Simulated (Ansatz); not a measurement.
C2H8OSi can be A, `CCO[SiH3]`, or B, `CO[SiH2]C`.

Program: Ansatz. Geometries: PBE0-D4/def2-TZVP. ΔE: electronic, gas phase. CCSD(T)/CBS adds triple-zeta CCSD(T) − MP2 to the extrapolated MP2 energy (def2 sets, frozen cores). DFT in def2-TZVPP. B3LYP here is the variant with VWN-RPA as its local correlation; programs differ in this. Each species was taken in one conformer, which may not be the lowest.

Which isomer does CCSD(T)/CBS put lower? Give the gap. (Estimate.)

Ansatz gave: B, by 8.0 kcal/mol.

Give E(B) − E(A) in kcal/mol with B2PLYP, BLYP-D4, B3LYP, PBE-D4, ωB97M-V, B3LYP-D4, HF/def2-TZVPP. (Best estimate.)

The calculation gave: B2PLYP -7.9, BLYP-D4 -8.1, B3LYP -7.8, PBE-D4 -8.4, ωB97M-V -8.5, B3LYP-D4 -8.1, HF/def2-TZVPP -6.6. None reverses the order clearly.

Does the order hold for the free energy at 298.15 K (harmonic terms from PBE0-D4)? (Estimate.)

Ansatz gave: Yes: G(B) − G(A) = -7.9 kcal/mol, for one conformer each. Modes under 60 cm⁻¹, often nearly free rotors, make the harmonic entropy too high.

Largest T1 diagnostic: 0.010.

At CCSD(T), def2-SVP lies +3.5 kcal/mol from the extrapolated value and def2-TZVPP +0.4 kcal/mol. In def2-TZVPP, CCSD(T) changes the Hartree–Fock value by −1.1 kcal/mol (the triples alone add −0.1 kcal/mol) and MP2 by −1.5 kcal/mol.
